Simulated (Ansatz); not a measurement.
Input file:

```yaml
crystal:
  lattice:
    - [6.42, 0.0, 0.0]
    - [3.21, 5.559883, 0.0]
    - [0.0, 0.0, 18.21304]
  atoms:
    - { symbol: Mg, position: [0.0, 0.0, 0.0549057] }
    - { symbol: Mg, position: [0.5, 0.0, 0.0549057] }
    - { symbol: Mg, position: [0.0, 0.5, 0.0549057] }
    - { symbol: Mg, position: [0.5, 0.5, 0.0549057] }
    - { symbol: Mg, position: [-0.1666667, 0.3333333, 0.1980186] }
    - { symbol: Mg, position: [0.3333333, 0.3333333, 0.1980186] }
    - { symbol: Mg, position: [-0.1666667, 0.8333333, 0.1980186] }
    - { symbol: Mg, position: [0.3333333, 0.8333333, 0.1980186] }
    - { symbol: Mg, position: [0.0, 0.0, 0.3411314] }
    - { symbol: Mg, position: [0.5, 0.0, 0.3411314] }
    - { symbol: Mg, position: [0.0, 0.5, 0.3411314] }
    - { symbol: Mg, position: [0.5, 0.5, 0.3411314] }
    - { symbol: Ca, position: [0.2713023, 0.7629901, 0.4970636] }
basis:
  ecutwfc: 420.0
kpoints:
  mp_grid: { grid: [5, 5, 1] }
hamiltonian:
  xc: pbe
scf:
  occupations: { method: gaussian, width: 0.15 }
  lower_state_search: "off"
relax:
  f_tol: 0.03
  max_steps: 60
  adjacent_minimum: "off"
  constraints: [{ sites: [0, 1, 2, 3] }]
```

Run as:

```bash
$ ansatz run input.yaml --threads 4 --pin off --max-ram 10240MiB --backend cpu --events-out ev --progress --plain --runs-dir out
```

Hardware: 4 threads of Intel(R) Xeon(R) Platinum 8259CL CPU @ 2.50GHz (Skylake/Cascade Lake) (shared host).

Question: Roughly how long does this run take, and how much memory?

Answer: 98 s, with a peak of 1.5 GiB, for 8 ionic steps.
